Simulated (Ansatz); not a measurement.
`BC(=N)F`. Charge 0, multiplicity 1. All single points use the PBE0-D4/def2-TZVP geometry. It is one conformer, not always the lowest.

```xyz
7

B    -0.712   -0.601   -0.296
C     0.163    0.640    0.067
N     1.318    0.615    0.560
F    -0.307    1.834   -0.322
H    -1.296   -0.630   -1.333
H    -0.712   -1.534    0.446
H     1.545   -0.324    0.878
```

(1) What is the dipole moment at ωB97M-V/def2-TZVPP? (An estimate is asked.)

(2) And with PBE, r2SCAN, B3LYP? (Estimate.)

(3) Give the Mulliken charges with ωB97M-V, B3LYP, PBE in def2-TZVPP. (An estimate is asked.)

## Answers

(1) The calculation gave: 2.66 D, with components (-0.85, -2.52, 0.15) D in this frame, pointing from negative to positive charge.

(2) Ansatz gave: PBE 2.31 D, r2SCAN 2.47 D, B3LYP 2.59 D.

(3) The calculation gave: 
```tsv
atom	ωB97M-V	B3LYP	PBE
B1	-0.20	-0.13	-0.12
C2	0.20	0.20	0.14
N3	-0.16	-0.17	-0.15
F4	-0.17	-0.18	-0.13
H5	0.10	0.06	0.04
H6	0.10	0.06	0.04
H7	0.13	0.16	0.17
```

B3LYP here is the variant with VWN-RPA as its local correlation; programs differ in this.
